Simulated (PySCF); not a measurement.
C7H16N (charge +1).
Geometry (PBE0-D3(BJ)/def2-SVP, Å), atoms numbered from 1 in this order:
```xyz
24
C7H16N angstrom
C     -1.3633    0.4395   -1.1404
N     -0.7817   -0.0816    0.1272
C     -1.8959   -0.4475    1.0424
C      0.0715    0.9728    0.7966
C      1.3344    1.2973    0.0246
C      2.1629    0.0473   -0.2420
C      1.3173   -1.0217   -0.9222
C      0.0551   -1.3136   -0.1364
H     -1.9800    1.3176   -0.9128
H     -1.9843   -0.3433   -1.5931
H     -0.5660    0.7216   -1.8339
H     -1.4800   -0.8348    1.9803
H     -2.5022    0.4440    1.2457
H     -2.5152   -1.2174    0.5654
H      0.3193    0.5665    1.7888
H     -0.5709    1.8530    0.9419
H      1.9000    2.0259    0.6250
H      1.0925    1.8166   -0.9170
H      3.0390    0.2925   -0.8587
H      2.5544   -0.3455    0.7122
H      1.0734   -0.7309   -1.9570
H      1.8703   -1.9695   -1.0057
H     -0.5992   -2.0362   -0.6446
H      0.3036   -1.7200    0.8555
```

The closed-shell ground state was solved at several levels (PySCF, density fitting, gas phase, non-relativistic).

| level | basis functions | total energy (Eh) | HOMO (eV) | LUMO (eV) | gap (eV) |
| --- | --- | --- | --- | --- | --- |
| PBE/pcSseg-1 | 216 | -330.4007 | -12.04 | -4.22 | 7.82 |
| PBE0/pcSseg-1 | 216 | -330.4589 | -13.43 | -3.31 | 10.12 |

(1) Estimate the row for CAM-B3LYP/def2-SVPD, a basis of 288 functions; the other rows only guide the guess.

(2) Over all these levels, which gives the widest orbital gap and which the narrowest?

Answers

(1) Total energy -330.4901 Eh, HOMO -14.83 eV, LUMO -2.72 eV, gap 12.11 eV.

(2) CAM-B3LYP/def2-SVPD (range-separated hybrid) has the widest, 12.11 eV, and PBE/pcSseg-1 (GGA) the narrowest, 7.82 eV. Functional and basis both differ between the two, so the spread mixes both effects.

One conformer stands for the species.
